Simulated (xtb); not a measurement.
H$_{3}$B (SMILES B), singlet, geometry from GFN2-xTB; GFN0-xTB in xtb.

The xtb input:
```
$ xtb mol.xyz --gfn 0 --hess --json

# file mol.xyz
4

B      0.00000000     0.00000000    -0.00000000
H     -1.13586369    -0.05694986    -0.25006823
H      0.42206688    -0.56959653     0.92378735
H      0.71379681     0.62654639    -0.67371912
```

It wrote (shortened):

```
   ID    Z sym.   atoms
    1    5 B      1
    2    1 H      2-4

           -------------------------------------------------
          |                Calculation Setup                |
           -------------------------------------------------

           -------------------------------------------------
          |                 G F N 0 - x T B                 |
           -------------------------------------------------

          ...................................................
          :                      SETUP                      :
          :.................................................:
          :  # basis functions                  10          :
          :  # atomic orbitals                  10          :
          :  # shells                            8          :
          :  # electrons                         6          :
          :  electronic temp.          300.0000000     K    :
          :  accuracy                    1.0000000          :
          :  -> integral cutoff          0.2500000E+02      :
          :  -> integral neglect         0.1000000E-07      :
          ...................................................

         :::::::::::::::::::::::::::::::::::::::::::::::::::::
         ::                     SUMMARY                     ::
         :::::::::::::::::::::::::::::::::::::::::::::::::::::
         :: total energy              -2.993866029651 Eh    ::
         :: gradient norm              0.006339507392 Eh/a0 ::
         :: HOMO-LUMO gap              6.169608251189 eV    ::
         ::.................................................::
         :: H0 energy                 -3.034005718282 Eh    ::
         :: repulsion energy           0.045462261692 Eh    ::
         :: electrostat energy        -0.005113037152 Eh    ::
         :: -> Gsolv                   0.000000000000 Eh    ::
         ::    -> Gsasa                0.000000000000 Eh    ::
         ::    -> Gshift               0.000000000000 Eh    ::
         :: dispersion energy         -0.000209535909 Eh    ::
         :: short-range corr.          0.000000000000 Eh    ::
         :: add. restraining           0.000000000000 Eh    ::
         :: total charge               0.000000000000 e     ::
         :::::::::::::::::::::::::::::::::::::::::::::::::::::

           -------------------------------------------------
          |                Numerical Hessian                |
           -------------------------------------------------
step length          :   0.00500
SCC accuracy         :   0.30000
Hessian scale factor :   1.00000
frozen atoms in %    :   0.00000    0
RMS gradient         :   0.00634 !! INCOMPLETELY OPTIMIZED GEOMETRY !!
estimated CPU  time      0.00 min

writing file <hessian>.

 projected vibrational frequencies (cm⁻¹)
eigval :       -0.00    -0.00    -0.00     0.00     0.00     0.00
eigval :      791.65  1225.30  1225.32  2584.25  2600.08  2600.12
           -------------------------------------------------
          |                Property Printout                |
           -------------------------------------------------

    * Orbital Energies and Occupations

         #    Occupation            Energy/Eh            Energy/eV
      -------------------------------------------------------------
         1        2.0000           -0.5461129             -14.8605
         2        2.0000           -0.4854450             -13.2096
         3        2.0000           -0.4854450             -13.2096 (HOMO)
         4                         -0.2587160              -7.0400 (LUMO)
         5                         -0.1069681              -2.9108
         6                         -0.0948404              -2.5807
         7                         -0.0948404              -2.5807
         8                          0.1393588               3.7921
         9                          0.3347151               9.1081
        10                          0.3347151               9.1081
      -------------------------------------------------------------
                  HL-Gap            0.2267289 Eh            6.1696 eV
             Fermi-level            0.0000000 Eh            0.0000 eV

     #   Z          covCN         q      C6AA      α(0)
     1   5 B        2.822    -0.196    42.925    10.675
     2   1 H        0.941     0.065     2.135     2.285
     3   1 H        0.941     0.065     2.135     2.285
     4   1 H        0.941     0.065     2.135     2.285

 Mol. C6AA /au·bohr⁶  :        119.554161
 Mol. C8AA /au·bohr⁸  :       3202.721393
 Mol. α(0) /au        :         17.528810

Wiberg/Mayer (AO) data.
largest (>0.10) Wiberg bond orders for each atom

 ---------------------------------------------------------------------------
     #   Z sym  total        # sym  WBO       # sym  WBO       # sym  WBO
 ---------------------------------------------------------------------------
     1   5 B    2.679 --     4 H    0.893     3 H    0.893     2 H    0.893
     2   1 H    0.881 --     1 B    0.893
     3   1 H    0.881 --     1 B    0.893
     4   1 H    0.881 --     1 B    0.893
 ---------------------------------------------------------------------------

Topologies differ in total number of bonds
Molecule has the following symmetry elements: (C3) 3*(C2) (S3) 4*(sigma)
It seems to be the D3h point group
Writing topology from bond orders to xtbtopo.mol

 dipole moment from electron density (au)
     X       Y       Z
   0.0000   0.0000  -0.0000  total (Debye):    0.000

           -------------------------------------------------
          |               Frequency Printout                |
           -------------------------------------------------
 projected vibrational frequencies (cm⁻¹)
eigval :       -0.00    -0.00    -0.00     0.00     0.00     0.00
eigval :      791.65  1225.30  1225.32  2584.25  2600.08  2600.12
 reduced masses (amu)
   1:  2.28   2:  6.42   3:  5.57   4:  7.88   5:  4.05   6:  2.83   7:  3.15   8:  2.11
   9:  2.11  10:  1.01  11:  2.05  12:  2.05
 IR intensities (km·mol⁻¹)
   1:  0.00   2:  0.00   3:  0.00   4:  0.00   5:  0.00   6:  0.00   7: 15.85   8:  3.52
   9:  3.52  10:  0.00  11:  0.98  12:  0.98
 Raman intensities (Ä⁴*amu⁻¹)
   1:  0.00   2:  0.00   3:  0.00   4:  0.00   5:  0.00   6:  0.00   7:  0.00   8:  0.00
   9:  0.00  10:  0.00  11:  0.00  12:  0.00
 output can be read by thermo (or use thermo option).
 writing <g98.out> molden fake output.
 recommended (thermochemical) frequency scaling factor: 1.0
           -------------------------------------------------
          |             Thermodynamic Functions             |
           -------------------------------------------------

d3h symmetry found (for desy threshold:  0.10E+00) used in thermo

          ...................................................
          :                      SETUP                      :
          :.................................................:
          :  # frequencies                           6      :
          :  # imaginary freq.                       0      :
          :  linear?                             false      :
          :  only rotor calc.                    false      :
          :  symmetry                              d3h      :
          :  rotational number                       6      :
          :  scaling factor                  1.0000000      :
          :  rotor cutoff                   50.0000000 cm⁻¹ :
          :  imag. cutoff                  -20.0000000 cm⁻¹ :
          :.................................................:

    mode    ω/cm⁻¹     T·S(HO)/kcal·mol⁻¹    T·S(FR)/kcal·mol⁻¹   T·S(vib)
   ------------------------------------------------------------------------
   ------------------------------------------------------------------------

   temp. (K)  partition function   enthalpy   heat capacity  entropy
                                   cal/mol     cal/K/mol   cal/K/mol   J/K/mol
 298.15  VIB   1.03                   69.813      1.046      0.289
         ROT   52.9                  888.752      2.981     10.865
         INT   54.3                  958.566      4.027     11.154
         TR   0.498E+26             1481.254      4.968     33.807
         TOT                        2439.8195     8.9949    44.9611   188.1172

       T/K    H(0)-H(T)+PV         H(T)/Eh          T*S/Eh         G(T)/Eh
   ------------------------------------------------------------------------
    298.15    0.388810E-02    0.290088E-01    0.213625E-01    0.764635E-02
   ------------------------------------------------------------------------

         :::::::::::::::::::::::::::::::::::::::::::::::::::::
         ::                  THERMODYNAMIC                  ::
         :::::::::::::::::::::::::::::::::::::::::::::::::::::
         :: total free energy          -2.986219679815 Eh   ::
         ::.................................................::
         :: total energy               -2.993866029651 Eh   ::
         :: zero point energy           0.025120711955 Eh   ::
         :: G(RRHO) w/o ZPVE           -0.017474362119 Eh   ::
         :: G(RRHO) contrib.            0.007646349836 Eh   ::
         :::::::::::::::::::::::::::::::::::::::::::::::::::::

           -------------------------------------------------
          | TOTAL ENERGY               -2.993866029651 Eh   |
          | TOTAL ENTHALPY             -2.964857217913 Eh   |
          | TOTAL FREE ENERGY          -2.986219679815 Eh   |
          | GRADIENT NORM               0.006339507392 Eh/α |
          | HOMO-LUMO GAP               6.169608251189 eV   |
           -------------------------------------------------
########################################################################
[WARNING] Runtime exception occurred
-1- hessian_numhess: Hessian on incompletely optimized geometry!
########################################################################

normal termination of xtb
```
